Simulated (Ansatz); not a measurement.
Diatomic SbCl, multiplicity 3 (the spin of the measured ground state). No spin–orbit coupling.

D_e counts from the fitted minimum to each atom's lowest state at the same level, without counterpoise.

Correlated levels freeze the inner cores; with def2 sets outer-core shells near the valence are correlated too.

The values were computed with Ansatz (Gaussian orbitals). Values without a source in brackets are computed. In def2 rows elements past Kr take small-core potentials, without spin–orbit coupling.

```
level               bond energy D_e (eV)
------------------  --------------------
PBE/def2-TZVPP                     3.406
B3LYP/def2-TZVPP                   3.181
PBE0/def2-TZVPP                    3.203
wB97X-V/def2-TZVPP                 3.316
wB97M-V/def2-TZVPP                 3.219
B2PLYP/def2-TZVPP                  3.102
CCSD/def2-TZVPP                      ___
CCSD/def2-QZVPP                      ___
CCSD(T)/def2-QZVPP                 3.070
```

Task: Some entries are withheld; supply them.

Result: 
- CCSD/def2-TZVPP, bond energy D_e (eV): 2.728
- CCSD/def2-QZVPP, bond energy D_e (eV): 2.918

Ansatz is an electronic-structure program.
